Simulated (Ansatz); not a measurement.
Start from `N[SiH2][Al]([NH2])[F]` and change one atom or group to get `[NH2][Al]([F])[Cl]`.

Ansatz, PBE0-D4/def2-TZVP geometries, multiplicity 1. Each molecule was computed in one conformer, which needn't be the lowest.

```csv
property,`N[SiH2][Al]([NH2])[F]`
HOMO energy (PBE/def2-TZVPP) / eV,-5.94
HOMO energy (B3LYP/def2-TZVPP) / eV,-7.05
HOMO–LUMO gap (B3LYP/def2-TZVPP) / eV,6.06
size of the dipole moment (PBE/def2-TZVPP) / D,2.96
LUMO energy (B3LYP/def2-TZVPP) / eV,-0.99
size of the dipole moment (B3LYP/def2-TZVPP) / D,2.90
```

Task: Give the same properties after the change, and the shifts. (An estimate is asked.)

Result: Computed: 
```csv
property,`[NH2][Al]([F])[Cl]`,shift
HOMO energy (PBE/def2-TZVPP) / eV,-6.59,-0.65
HOMO energy (B3LYP/def2-TZVPP) / eV,-7.77,-0.72
HOMO–LUMO gap (B3LYP/def2-TZVPP) / eV,6.84,0.78
size of the dipole moment (PBE/def2-TZVPP) / D,2.43,-0.53
LUMO energy (B3LYP/def2-TZVPP) / eV,-0.94,0.05
size of the dipole moment (B3LYP/def2-TZVPP) / D,2.44,-0.46
```

With PBE0 the HOMO falls by 0.77 eV and the LUMO rises by 0.20 eV, so the gap widens by about 0.97 eV. PBE moves the HOMO by -0.65 eV and ωB97M-V by -0.99 eV. Dipoles are sizes alone; their direction can turn.

B3LYP here is the variant with VWN-RPA as its local correlation; programs differ in this.
